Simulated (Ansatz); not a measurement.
Program: Ansatz. Geometries: PBE0-D4/def2-TZVP. ΔE: electronic, gas phase. CBS: MP2 limit from def2 TZ/QZ plus the TZ coupled-cluster correction, frozen cores. This one scheme is used for every species. DFT in def2-TZVPP. B3LYP here is the variant with VWN-RPA as its local correlation; programs differ in this. Each species was taken in one conformer, which may not be the lowest.

`CO[SiH2]C#C[SiH](C)OC` + CH₃NH₂ → `CN[SiH2]OC` + `C#C[SiH](C)OC`  (ligand exchange at the Si–C bond)

```tsv
level	ΔE (kJ/mol)	difference from CCSD(T)/CBS
PBE-D4	-19.6	4.4
PBE0-D4	-21.2	2.8
B3LYP-D4	-23.5	0.5
ωB97X-V	-25.7	-1.7
PBE	-18.7	5.3
r2SCAN	-21.5	2.5
PBE0	-20.6	3.4
MP2/def2-TZVPP	-22.9	1.1
SCS-MP2/def2-TZVPP	-22.1	1.9
CCSD/def2-TZVPP	-24.3	-0.3
CCSD(T)/def2-TZVPP	-23.3	0.7
HF/def2-QZVPP	-23.6	0.4
MP2/def2-QZVPP	-23.4	0.6
SCS-MP2/def2-QZVPP	-22.6	1.4
HF/CBS(def2)	-23.7	0.3
CCSD/CBS(def2)	-25.0	-1.0
CCSD(T)/CBS	-24.0	0
```

Largest T1 diagnostic among the species: 0.012.
